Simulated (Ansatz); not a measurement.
Start from `C=C=C(O)[SiH2]O` and change one atom or group to get `C=C=C(O)Cl`.

Ansatz, PBE0-D4/def2-TZVP geometries, multiplicity 1. Each molecule was computed in one conformer, which needn't be the lowest.

```csv
property,`C=C=C(O)[SiH2]O`
size of the dipole moment (B3LYP/def2-TZVPP) / D,1.93
LUMO energy (B3LYP/def2-TZVPP) / eV,-0.84
HOMO energy (ωB97M-V/def2-TZVPP) / eV,-9.08
HOMO energy (PBE0/def2-TZVPP) / eV,-6.87
HOMO–LUMO gap (ωB97M-V/def2-TZVPP) / eV,10.42
HOMO energy (B3LYP/def2-TZVPP) / eV,-6.66
```

Give the same properties after the change, and the shifts. (An estimate is asked.)

The calculation gave: 
```csv
property,`C=C=C(O)Cl`,shift
size of the dipole moment (B3LYP/def2-TZVPP) / D,0.70,-1.23
LUMO energy (B3LYP/def2-TZVPP) / eV,-1.05,-0.21
HOMO energy (ωB97M-V/def2-TZVPP) / eV,-9.04,0.04
HOMO energy (PBE0/def2-TZVPP) / eV,-6.86,0.01
HOMO–LUMO gap (ωB97M-V/def2-TZVPP) / eV,10.36,-0.06
HOMO energy (B3LYP/def2-TZVPP) / eV,-6.66,0.00
```

Dipoles are sizes alone; their direction can turn.

B3LYP here is the variant with VWN-RPA as its local correlation; programs differ in this.
